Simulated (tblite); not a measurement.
C₇H₈FS (doublet state).
SMILES with atom numbers: `[CH3:1][CH2:2][CH2:3][c:4]1[s:5][cH:6][c:7][c:8]1[F:9]` (hydrogens: H10, H11, H12 on C1; H13, H14 on C2; H15, H16 on C3; H17 on C6)

A start from a force field or distance geometry was refined with tblite, GFN2-xTB geometry optimisation, gas phase. Values at the start:

| coordinate | start |
| --- | --- |
| C1–C2 | 1.479 Å |
| C1–H10 | 1.139 Å |
| C2–C3 | 1.540 Å |
| C2–H13 | 1.117 Å |
| C3–C4 | 1.462 Å |
| C3–H15 | 1.101 Å |
| C4–S5 | 1.793 Å |
| C4–C8 | 1.361 Å |
| S5–C6 | 1.852 Å |
| C6–C7 | 1.319 Å |
| C6–H17 | 1.084 Å |
| C7–C8 | 1.333 Å |
| C8–F9 | 1.404 Å |
| C2–C3–C4 | 106.4° |
| C3–C4–C8 | 134.2° |
| C4–S5–C6 | 96.4° |
| C4–C8–C7 | 118.5° |
| S5–C4–C8 | 102.0° |
| S5–C6–C7 | 99.3° |
| C6–C7–C8 | 123.8° |
| C7–C8–F9 | 121.1° |
| C2–C3–C4–S5 | -102° |

How do these coordinates change at the GFN2-xTB level?

```tsv
coordinate	GFN2-xTB (Å or °)	change
S5–C6	1.762	-0.090
C7–C8	1.403	+0.070
C8–F9	1.340	-0.064
C4–S5	1.740	-0.053
C1–H10	1.088	-0.051
C1–C2	1.522	+0.043
C3–C4	1.489	+0.027
C2–H13	1.092	-0.025
C6–H17	1.068	-0.016
C3–H15	1.092	-0.009
C2–C3	1.533	-0.007
C6–C7	1.324	+0.005
C4–C8	1.366	+0.005
S5–C6–C7	109.0	+9.7
S5–C4–C8	110.3	+8.3
C6–C7–C8	116.5	-7.3
C3–C4–C8	128.0	-6.2
C4–C8–C7	112.4	-6.1
C2–C3–C4	111.6	+5.2
C4–S5–C6	91.8	-4.6
C7–C8–F9	124.5	+3.4
C2–C3–C4–S5	-66	+36
```

The energy falls by 20.1 kcal/mol over 155 L-BFGS steps, the largest force on an atom goes from 4.50 to 0.009 eV/Å, and the atoms move by 0.474 Å rms after alignment. The bond that changes most is S5–C6 (ends: sulfur bonded to 2 C; carbon bonded to C, S and H), which shortens by 0.090 Å. Bonds longer at the end by more than 0.005 Å: 5 of 17; shorter: 12. Among the dihedrals that turn most is H10–C1–C2–C3, from 123° to 60°. Rotational constants go from 2301, 950.4, 719.0 to 2203, 978.9, 713.0 MHz.

Hardware: an Arm Neoverse V1 with one thread, no GPU, on a shared host. Cost: 1.2 s of wall time.

Its GFN2-xTB frequencies are all real (lowest 27 cm⁻¹).

One conformer stands for the species.

All values are computed, not measured.
